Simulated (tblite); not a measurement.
Species: C₅H₈ClF₃Si.
Numbering: `[F:1][C:2]([F:3])([F:4])[CH2:5][C:6]1([Cl:7])[CH2:8][SiH2:9][CH2:10]1` (hydrogens: H11, H12 on C5; H13, H14 on C8; H15, H16 on Si9; H17, H18 on C10)

Structure optimised with GFN2-xTB, isolated species.

What internal coordinates does the optimisation give?

```json
{"bond": "F1–C2, C2–F4", "length (Å)": "1.337", "order": "single"}
{"bond": "C2–F3", "length (Å)": "1.349", "order": "single"}
{"bond": "C2–C5", "length (Å)": "1.519", "order": "single"}
{"bond": "C5–C6", "length (Å)": "1.526", "order": "single"}
{"bond": "C6–Cl7", "length (Å)": "1.798", "order": "single"}
{"bond": "C6–C8, C6–C10", "length (Å)": "1.537", "order": "single"}
{"bond": "C8–Si9, Si9–C10", "length (Å)": "1.916", "order": "single"}
{"bond": "C5–H11, C5–H12", "length (Å)": "1.093", "order": "single"}
{"bond": "C8–H13, C10–H18", "length (Å)": "1.086", "order": "single"}
{"bond": "C8–H14, C10–H17", "length (Å)": "1.089", "order": "single"}
{"bond": "Si9–H15", "length (Å)": "1.460", "order": "single"}
{"bond": "Si9–H16", "length (Å)": "1.457", "order": "single"}
```

Bonds in one row agree within 0.01 Å and their mean is given. Orders are formal, as drawn. A selection of angles:
```json
{"angle": "F1–C2–F3", "degrees": "105.8"}
{"angle": "F1–C2–F4", "degrees": "106.8"}
{"angle": "F1–C2–C5", "degrees": "113.5"}
{"angle": "F3–C2–C5", "degrees": "109.9"}
{"angle": "C2–C5–C6", "degrees": "115.6"}
{"angle": "C2–C5–H11", "degrees": "107.0"}
{"angle": "C2–C5–H12", "degrees": "106.4"}
{"angle": "C6–C5–H11", "degrees": "110.0"}
{"angle": "H11–C5–H12", "degrees": "108.7"}
{"angle": "C5–C6–Cl7", "degrees": "108.8"}
{"angle": "C5–C6–C8", "degrees": "116.9"}
{"angle": "C5–C6–C10", "degrees": "113.6"}
{"angle": "Cl7–C6–C8", "degrees": "109.2"}
{"angle": "Cl7–C6–C10", "degrees": "108.4"}
{"angle": "C8–C6–C10", "degrees": "99.5"}
{"angle": "C6–C8–Si9", "degrees": "90.6"}
{"angle": "C6–C8–H13", "degrees": "113.9"}
{"angle": "C6–C8–H14", "degrees": "110.8"}
{"angle": "Si9–C8–H13", "degrees": "120.0"}
{"angle": "Si9–C8–H14", "degrees": "113.5"}
{"angle": "H13–C8–H14", "degrees": "107.2"}
{"angle": "C8–Si9–C10", "degrees": "75.5"}
{"angle": "C8–Si9–H15", "degrees": "116.4"}
{"angle": "C8–Si9–H16", "degrees": "115.5"}
{"angle": "H15–Si9–H16", "degrees": "113.6"}
{"angle": "C6–C10–Si9", "degrees": "90.4"}
```

Dihedral angles: F1–C2–C5–C6 52° (synclinal); C2–C5–C6–Cl7 62° (synclinal); C5–C6–C8–Si9 -139° (anticlinal); C6–C8–Si9–C10 14° (synperiplanar); C8–Si9–C10–C6 -14° (synperiplanar); C5–C6–C10–Si9 142° (anticlinal). The mirror-image conformer, all signs reversed, is as good.

Of the pairs four or more bonds apart, F1···C8 is among the closest relative to their van der Waals radii: 2.88 Å, 91 % of the sum of Bondi's values. Si9 (SiH2 silicon) has angles from 75.5° to 116.4°. The 4-membered ring C6–C8–Si9–C10 has internal angles of 75.5° to 99.5°; it is puckered, 0.11 Å rms from its mean plane, widest ring torsion 17°.

Point group: C1 (no symmetry element, even within 0.4 Å). Its lowest GFN2-xTB frequency is 14 cm⁻¹, too small to tell a flat minimum from a shallow saddle. One conformer, not necessarily the lowest.

These are computed values.
